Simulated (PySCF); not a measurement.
**LaF: frontier orbitals**

B97-3 at R = 2.061 Å; PySCF, spin-free X2C with a Gaussian nucleus, basis sets La x2c-TZVPall, F x2c-TZVPall. State: triplet, about 0.1 electrons in the 4f shell (Mulliken). Only the outer orbitals are listed, counted within each symmetry.

| spin | orbital | occ. | ε (eV) | on La (%) | main shells (%) |
| --- | --- | --- | --- | --- | --- |
| α | 6π | 1 | -23.39 | 100 | 100 La p |
| α | 6π | 1 | -23.39 | 100 | 100 La p |
| α | 13σ | 1 | -22.90 | 89 | 89 La p |
| α | 7π | 1 | -10.93 | 6 | 94 F p |
| α | 7π | 1 | -10.93 | 6 | 94 F p |
| α | 14σ | 1 | -10.90 | 16 | 84 F p, 9 La d |
| α | 15σ | 1 | -3.81 | 100 | 85 La s, 8 La d |
| α | 3δ | 1 | -3.69 | 100 | 100 La d |
| α | 3δ | 0 | -1.14 | 100 | 100 La d |
| α | 8π | 0 | -1.10 | 99 | 51 La d, 48 La p |
| α | 8π | 0 | -1.10 | 99 | 51 La d, 48 La p |
| β | 13σ | 1 | -22.73 | 89 | 89 La p |
| β | 6π | 1 | -22.70 | 100 | 100 La p |
| β | 6π | 1 | -22.70 | 100 | 100 La p |
| β | 7π | 1 | -10.94 | 6 | 94 F p |
| β | 7π | 1 | -10.94 | 6 | 94 F p |
| β | 14σ | 1 | -10.88 | 15 | 84 F p, 8 La d |
| β | 15σ | 0 | -1.28 | 101 | 95 La s |
| β | 3δ | 0 | -0.69 | 100 | 100 La d |
| β | 3δ | 0 | -0.55 | 100 | 100 La d |

Question: Which are the highest filled and the lowest empty level, where do they sit, and how wide is the gap?

Answer: Highest filled α 3δ at -3.69 eV (in %: 100 La d); lowest empty β 15σ at -1.28 eV (in %: 95 La s); the gap at B97-3 is 2.41 eV.

| Item | Value |
| --- | --- |
| bond order (Mayer) | 0.84 |
| ⟨S²⟩ | 2.001 |
| charge on La (Mulliken, basis-dependent) | 0.51 |
| charge on La (Löwdin, basis-dependent) | 0.35 |
| dipole moment (positive dipole means La(−)F(+)) | -2.98 D |

Shares are Mulliken populations and can fall outside 0 to 100 %.

Spin–orbit coupling is left out. With d or f electrons several states lie close, and the lowest PBE0 determinant need not be the measured ground state.
